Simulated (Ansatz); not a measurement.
Reaction: TlI (SMILES [I][Tl]) → TlI+ (parent SMILES [I][Tl], doublet) + e-
Each species at its own B3LYP-D3(BJ)/def2-TZVP minimum (Ansatz, a first-principles code).

Wanted: adiabatic ionisation energy (electronic), in eV. Open shells are spin-unrestricted; no spin-orbit coupling. Correlated methods leave the cores frozen (noble-gas shells, and filled d and f shells in the p block). Past Kr the def2 sets carry scalar-relativistic core potentials. CBS(X,Y): correlation extrapolated as X^-3, Hartree-Fock from the larger set. A bracket is a step between two methods taken in the basis named. Spin-orbit terms, left out, reach several kcal/mol for Br and I, and more for heavier atoms. The spin of ITl+ (parent SMILES [I][Tl], doublet) was assumed, and the state is the lowest solution found for it.

CCSD(T)/CBS(def2-TZVPP,def2-QZVPP) + [CCSDT(Q) - CCSD(T)]/def2-QZVPP + [CCSDTQ - CCSDT(Q)]/def2-SVP (Ansatz) gives 8.53 eV.

Q: What does PBE/def2-TZVPD (Ansatz) give here, and how do the other levels compare?

A: PBE gives 8.61 eV, 0.08 eV above it. Differences of the others: r2SCAN/def2-TZVPD (Ansatz) 0.12; wB97M-V/def2-TZVPD (Ansatz) -0.07; B2PLYP/def2-TZVPD (Ansatz) -0.08; CCSD(T)/CBS(def2-TZVPP,def2-QZVPP) (Ansatz) 0.00 eV.
